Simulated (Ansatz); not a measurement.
## Cost against result

The pair of Cu⁺ (SMILES [Cu+], atom 1) and C2H6 (SMILES CC, atoms 2–9), both closed shells, in one local arrangement (a lower one may exist), relaxed at PBE0-D4/def2-TZVP:

Cu1  (-0.530, -0.363, -2.334)
C2  (0.203, -0.425, -0.289)
C3  (-0.087, 0.533, 0.857)
H4  (-0.758, -0.939, -0.577)
H5  (0.766, 0.134, -1.089)
H6  (0.870, -1.247, -0.026)
H7  (0.843, 0.972, 1.217)
H8  (-0.553, -0.007, 1.682)
H9  (-0.754, 1.342, 0.558)
(Å)

Interaction energies are counterpoise-corrected; the time is that of the whole pair.

Computed with Ansatz 0.2.0 (basis: as named in each row); correlated methods freeze the cores. The 3s and 3p shells of Cu and Zn are frozen; filled d shells are correlated. B3LYP uses VWN-RPA correlation. Extrapolation: Hartree–Fock as exp(−7.88 √X), correlation as X^−2.97.

Times are rough, for one single point on 4 threads of a shared host (INTEL XEON PLATINUM 8581C).

The estimate by CCSD(T) at an estimated basis limit (MP2 extrapolated from triple and quadruple zeta, plus CCSD(T) − MP2 in triple zeta) is -27.14 kcal/mol.

| method | basis | time (s) | interaction energy (kcal/mol) | method less estimate |
| --- | --- | --- | --- | --- |
| SPW92 | def2-SVP | under 1 | -42.58 | -15.44 |
| B3LYP-D4 | 6-31G | under 1 | -27.64 | -0.50 |
| PBE-D4 | def2-SVP | under 1 | -32.47 | -5.33 |
| HF | STO-3G | under 1 | 36.99 | 64.13 |
| PBE0-D4 | def2-SVP | under 1 | -27.48 | -0.34 |
| revPBE-D4 | def2-TZVPPD | 1 | -32.75 | -5.61 |
| PBE-D4 | def2-TZVPPD | 1 | -37.01 | -9.86 |
| BLYP-D4 | def2-TZVPPD | 1 | -34.63 | -7.48 |
| CCSD(T) | def2-SVP | 2 | -16.98 | 10.16 |
| PBE0-D4 | def2-TZVPPD | 2 | -31.13 | -3.99 |
| B3LYP-D4 | def2-TZVPPD | 2 | -30.75 | -3.61 |
| HSE06-D4 | def2-TZVPPD | 2 | -31.02 | -3.88 |
| r2SCAN-D4 | def2-TZVPPD | 2 | -37.09 | -9.95 |
| wB97M-V | def2-SVP | 3 | -25.98 | 1.17 |
| B2PLYP | def2-TZVPPD | 4 | -28.00 | -0.85 |
| wB97X-V | def2-TZVPPD | 4 | -28.64 | -1.50 |
| B97M-V | def2-TZVPPD | 4 | -34.87 | -7.73 |
| wB97M-V | def2-TZVPPD | 5 | -28.64 | -1.49 |
| PBE-D4 | STO-3G | 8 | -1.35 | 25.79 |
| MP2 | def2-QZVPPD | 14 | -27.24 | -0.10 |
| CCSD(T) | def2-TZVPPD | 42 | -24.27 | 2.87 |

No T1 diagnostic of these runs exceeds 0.017.
